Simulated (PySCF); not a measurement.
Sn(F)3(SH), HF₃SSn, SMILES [F][Sn]([SH])([F])[F], singlet, CAM-B3LYP/def2-SVP optimised geometry.

```
6

F     -1.22     0.92     0.00
Sn    -0.69    -0.92     0.00
F      1.22    -0.92     0.00
F     -1.23    -1.55    -1.72
S     -1.47    -2.20     1.83
H     -0.20    -2.43     2.21
```

Density from CAM-B3LYP/def2-TZVP, def2 effective core potentials past Kr run with PySCF 2.14.0 at that geometry. The core electrons that the potentials of Sn replace are not part of the density.

Minimum of the electron density along straight lines between bonded atoms, close to the bond critical point (lines longer than 1.1 times the sum of covalent radii, or with two minima, are not listed):

```json
[
 {"bond": "F1–Sn2", "length / Å": "1.908", "ρ at the minimum / e bohr⁻³": "0.127", "∇²ρ there / e bohr⁻⁵": "0.62", "position (fraction from the first atom)": "0.48"},
 {"bond": "Sn2–F3", "length / Å": "1.911", "ρ at the minimum / e bohr⁻³": "0.125", "∇²ρ there / e bohr⁻⁵": "0.62", "position (fraction from the first atom)": "0.52"},
 {"bond": "Sn2–F4", "length / Å": "1.907", "ρ at the minimum / e bohr⁻³": "0.127", "∇²ρ there / e bohr⁻⁵": "0.62", "position (fraction from the first atom)": "0.52"},
 {"bond": "Sn2–S5", "length / Å": "2.366", "ρ at the minimum / e bohr⁻³": "0.094", "∇²ρ there / e bohr⁻⁵": "0.07", "position (fraction from the first atom)": "0.48"},
 {"bond": "S5–H6", "length / Å": "1.352", "ρ at the minimum / e bohr⁻³": "0.212", "∇²ρ there / e bohr⁻⁵": "-0.60", "position (fraction from the first atom)": "0.65"}
]
```
